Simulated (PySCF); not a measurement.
3,4-dimethylbenzenethiol, C8H10S.
SMILES: `CC1=C(C)C=C(S)C=C1`

Computed with PySCF at B3LYP/def2-SVPD, non-relativistic, on one gas-phase PBE0-D3(BJ)/def2-SVP geometry that isn't relaxed in the solvent. The solvent is an IEF-PCM continuum (van der Waals radii × 1.2), and excitations are vertical TDDFT with non-equilibrium linear response and a frozen core. The model holds no explicit solvent molecules, cavitation or dispersion.

Gas-phase singlets (H = HOMO, L = LUMO):

```
state  E (eV)  λ (nm)      f  leading configuration
   S1   4.649     267  0.013                H→L 84%
   S2   4.804     258  0.002              H→L+2 95%
   S3   5.108     243  0.266              H→L+1 89%
   S4   5.528     224  0.013              H→L+4 87%
   S5   5.679     218  0.000              H→L+3 88%
```

Q: How does the list change in acetone (ε = 20.49)?

A: 
```json
{"state": "S1", "E (eV)": "4.704", "λ (nm)": "264", "f": "0.018", "leading configuration": "H→L 85%", "change by rank (eV)": "+0.055"}
{"state": "S2", "E (eV)": "4.993", "λ (nm)": "248", "f": "0.002", "leading configuration": "H→L+2 94%", "change by rank (eV)": "+0.189"}
{"state": "S3", "E (eV)": "5.088", "λ (nm)": "244", "f": "0.355", "leading configuration": "H→L+1 93%", "change by rank (eV)": "-0.020"}
{"state": "S4", "E (eV)": "5.589", "λ (nm)": "222", "f": "0.022", "leading configuration": "H→L+3 94%", "change by rank (eV)": "+0.061"}
{"state": "S5", "E (eV)": "5.877", "λ (nm)": "211", "f": "0.002", "leading configuration": "H→L+4 94%", "change by rank (eV)": "+0.198"}
```

Q: The ground-state energy changes by -0.181 eV from gas to acetone. By how much does the total energy of gas-phase S1 change?

A: E(S1) = E(S0) + excitation energy, so it changes by -0.181 + 0.055 = -0.126 eV: it is lowered less than the ground state, which is what a blue shift means. This is the vertical state, with the slow part of the continuum still set for S0.

Q: How do the frontier levels move from gas to acetone?

A: 
| orbital | gas (eV) | solvent (eV) | change (eV) |
| --- | --- | --- | --- |
| LUMO+2 | -0.06 | 0.10 | +0.16 |
| LUMO+1 | -0.42 | -0.41 | +0.01 |
| LUMO | -0.49 | -0.45 | +0.04 |
| HOMO | -5.93 | -5.97 | -0.04 |
| HOMO-1 | -6.96 | -6.93 | +0.03 |
| HOMO-2 | -7.99 | -8.02 | -0.03 |
| HOMO-3 | -9.19 | -9.15 | +0.04 |

The HOMO–LUMO gap goes from 5.44 to 5.52 eV. Rows go by rank; for LUMO and LUMO+1 the atom shares or the degeneracy differ between the runs, so the row needn't follow one orbital.

Conformer computed: `[CH3:1][c:2]1[cH:3][cH:4][c:5]([SH:6])[cH:7][c:8]1[CH3:9]`: H–S6–C5–C4 0°.
